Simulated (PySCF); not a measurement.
CS2, charge +1, doublet (typed; the unrestricted solution is spin-contaminated), geometry from GFN2-xTB (a state made from the parent by changing its charge; the spin is typed, not shown lowest), with bond 3-2 at 1.3 times its length; HF/def2-SV(P) in PySCF.

The PySCF input:
```python
from pyscf import gto, scf

mol = gto.Mole()
mol.atom = '''
    S    -0.000000   -0.000000   -1.559634
    C     0.000000    0.000000    0.000000
    S     0.000000    0.000000    2.027524
'''
mol.basis = 'def2-sv(p)'
mol.charge = 1
mol.spin = 1
mol.verbose = 4
mol.build()

mf = scf.UHF(mol)
mf.DIIS = scf.ADIIS
mf.kernel()
mf.analyze()
```

Q: What does PySCF print? Leave out banner, timings and long lists.

A: 
```
PySCF version 2.14.0

[INPUT] verbose = 4
[INPUT] num. atoms = 3
[INPUT] num. electrons = 37
[INPUT] charge = 1
[INPUT] spin (= nelec alpha-beta = 2S) = 1
[INPUT] symmetry False subgroup None
[INPUT] Mole.unit = angstrom
[INPUT] Symbol           X                Y                Z      unit          X                Y                Z       unit  Magmom
[...]
nuclear repulsion = 95.3931790806805
number of shells = 22
number of NR pGTOs = 96
number of NR cGTOs = 50
basis = def2-sv(p)
ecp = {}

******** <class 'pyscf.scf.uhf.UHF'> ********
method = UHF
initial guess = minao
damping factor = 0
level_shift factor = 0
DIIS = <class 'pyscf.scf.diis.ADIIS'>
diis_start_cycle = 1
diis_space = 8
diis_damp = 0
SCF conv_tol = 1e-09
SCF conv_tol_grad = None
SCF max_cycles = 50
direct_scf = True
direct_scf_tol = 1e-13
number electrons alpha = 19  beta = 18
Set gradient conv threshold to 3.16228e-05
init E= -832.440554406196

cycle= 1 E= -832.048670255954  delta_E= 0.392  |g|= 0.483  |ddm|= 1.48
cycle= 2 E= -832.073397592183  delta_E= -0.0247  |g|= 0.544  |ddm|= 0.932
cycle= 3 E= -832.22971566591  delta_E= -0.156  |g|= 0.111  |ddm|= 0.533
cycle= 4 E= -832.232555034612  delta_E= -0.00284  |g|= 0.116  |ddm|= 0.215
cycle= 5 E= -832.23979113924  delta_E= -0.00724  |g|= 0.0366  |ddm|= 0.135
cycle= 6 E= -832.240348002803  delta_E= -0.000557  |g|= 0.0383  |ddm|= 0.0689
cycle= 7 E= -832.24115146276  delta_E= -0.000803  |g|= 0.0218  |ddm|= 0.0528
cycle= 8 E= -832.24145992666  delta_E= -0.000308  |g|= 0.0234  |ddm|= 0.0408
cycle= 9 E= -832.241766950384  delta_E= -0.000307  |g|= 0.0234  |ddm|= 0.0427
cycle= 10 E= -832.24213797826  delta_E= -0.000371  |g|= 0.0223  |ddm|= 0.0405
cycle= 11 E= -832.242484402296  delta_E= -0.000346  |g|= 0.0226  |ddm|= 0.0412
cycle= 12 E= -832.242854712347  delta_E= -0.00037  |g|= 0.0244  |ddm|= 0.0424
cycle= 13 E= -832.243249397042  delta_E= -0.000395  |g|= 0.0243  |ddm|= 0.0449
cycle= 14 E= -832.243662961065  delta_E= -0.000414  |g|= 0.0259  |ddm|= 0.0455
cycle= 15 E= -832.244093538388  delta_E= -0.000431  |g|= 0.0254  |ddm|= 0.0475
cycle= 16 E= -832.24453280253  delta_E= -0.000439  |g|= 0.0267  |ddm|= 0.0472
cycle= 17 E= -832.244977345345  delta_E= -0.000445  |g|= 0.0255  |ddm|= 0.0486
cycle= 18 E= -832.245417546009  delta_E= -0.00044  |g|= 0.0264  |ddm|= 0.0473
cycle= 19 E= -832.245849332882  delta_E= -0.000432  |g|= 0.0246  |ddm|= 0.0478
cycle= 20 E= -832.246263872138  delta_E= -0.000415  |g|= 0.0251  |ddm|= 0.0456
[...]
SCF not converged.
Total Energy =                        -832.249552629672053
[...]
 ** Mulliken Spin Density (per AO)  **
spin_pop of  0 S 1s       -0.00000
spin_pop of  0 S 2s        0.00000
spin_pop of  0 S 3s        0.03421
spin_pop of  0 S 4s       -0.00011
spin_pop of  0 S 2px       0.00002
spin_pop of  0 S 2py       0.00002
spin_pop of  0 S 2pz       0.00000
spin_pop of  0 S 3px       0.50298
spin_pop of  0 S 3py       0.49489
spin_pop of  0 S 3pz       0.01354
spin_pop of  0 S 4px       0.00121
spin_pop of  0 S 4py       0.00120
spin_pop of  0 S 4pz       0.00151
spin_pop of  0 S 3dxy     -0.00001
spin_pop of  0 S 3dyz     -0.00538
spin_pop of  0 S 3dz^2     0.00224
spin_pop of  0 S 3dxz     -0.00537
spin_pop of  0 S 3dx2-y2   -0.00000
spin_pop of  1 C 1s        0.00000
spin_pop of  1 C 2s       -0.13163
spin_pop of  1 C 3s        0.00005
spin_pop of  1 C 2px      -0.47662
spin_pop of  1 C 2py      -0.46972
spin_pop of  1 C 2pz      -0.09347
spin_pop of  1 C 3px       0.00002
spin_pop of  1 C 3py       0.00004
spin_pop of  1 C 3pz       0.00041
spin_pop of  1 C 3dxy     -0.00002
spin_pop of  1 C 3dyz     -0.00090
spin_pop of  1 C 3dz^2     0.00189
spin_pop of  1 C 3dxz     -0.00087
spin_pop of  1 C 3dx2-y2   -0.00000
spin_pop of  2 S 1s       -0.00000
spin_pop of  2 S 2s       -0.00000
spin_pop of  2 S 3s        0.00283
spin_pop of  2 S 4s       -0.00043
spin_pop of  2 S 2px       0.00003
spin_pop of  2 S 2py       0.00003
spin_pop of  2 S 2pz       0.00001
spin_pop of  2 S 3px       0.49752
spin_pop of  2 S 3py       0.45879
spin_pop of  2 S 3pz       0.16546
spin_pop of  2 S 4px       0.00072
spin_pop of  2 S 4py       0.00067
spin_pop of  2 S 4pz       0.00038
spin_pop of  2 S 3dxy     -0.00021
spin_pop of  2 S 3dyz      0.00036
spin_pop of  2 S 3dz^2     0.00332
spin_pop of  2 S 3dxz      0.00036
spin_pop of  2 S 3dx2-y2   -0.00000
 ** Mulliken Spin Density (per atom)  **
spin density of  0 S =      1.04097
spin density of  1 C =     -1.17081
spin density of  2 S =      1.12984
 ** Mulliken pop alpha/beta on meta-lowdin orthogonal AOs **
 ** Mulliken pop       alpha | beta **
In total            19.00000 | 18.00000
 ** Mulliken atomic charges   ( Nelec_alpha | Nelec_beta ) **
charge of  0S =      0.62326  (     8.20885      7.16789 )
charge of  1C =     -0.01352  (     2.42136      3.59216 )
charge of  2S =      0.39026  (     8.36979      7.23995 )

WARN: System has nonzero charge 1; the dipole moment is origin-dependent.
Location of origin: [0. 0. 0.]

Dipole moment(X, Y, Z, Debye):  0.00000, -0.00000, -0.32394
```

Convergence was not reached.
